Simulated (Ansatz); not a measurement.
One change: `Cl[CH](Cl)[InH2]` becomes `N[SiH2]C(Cl)Cl`.

Ansatz, PBE0-D4/def2-TZVP geometries, multiplicity 1. Each molecule was computed in one conformer, which needn't be the lowest.

Elements past krypton have def2 core potentials.

```tsv
property	`Cl[CH](Cl)[InH2]`
HOMO–LUMO gap (PBE/def2-TZVPP) / eV	3.48
HOMO energy (PBE/def2-TZVPP) / eV	-6.05
HOMO energy (ωB97M-V/def2-TZVPP) / eV	-9.39
HOMO–LUMO gap (ωB97M-V/def2-TZVPP) / eV	9.03
LUMO energy (PBE0/def2-TZVPP) / eV	-1.86
LUMO energy (ωB97M-V/def2-TZVPP) / eV	-0.36
```

(1) Give the same properties after the change, and the shifts. (Estimate.)

Results:

(1) The calculation gave: 
```json
{"property": "HOMO–LUMO gap (PBE/def2-TZVPP) / eV", "`N[SiH2]C(Cl)Cl`": "5.06", "shift": "1.58"}
{"property": "HOMO energy (PBE/def2-TZVPP) / eV", "`N[SiH2]C(Cl)Cl`": "-6.21", "shift": "-0.16"}
{"property": "HOMO energy (ωB97M-V/def2-TZVPP) / eV", "`N[SiH2]C(Cl)Cl`": "-9.85", "shift": "-0.46"}
{"property": "HOMO–LUMO gap (ωB97M-V/def2-TZVPP) / eV", "`N[SiH2]C(Cl)Cl`": "11.61", "shift": "2.58"}
{"property": "LUMO energy (PBE0/def2-TZVPP) / eV", "`N[SiH2]C(Cl)Cl`": "-0.10", "shift": "1.76"}
{"property": "LUMO energy (ωB97M-V/def2-TZVPP) / eV", "`N[SiH2]C(Cl)Cl`": "1.76", "shift": "2.12"}
```

With PBE0 the HOMO falls by 0.33 eV and the LUMO rises by 1.76 eV, so the gap widens by about 2.09 eV. PBE moves the HOMO by -0.16 eV and ωB97M-V by -0.46 eV.
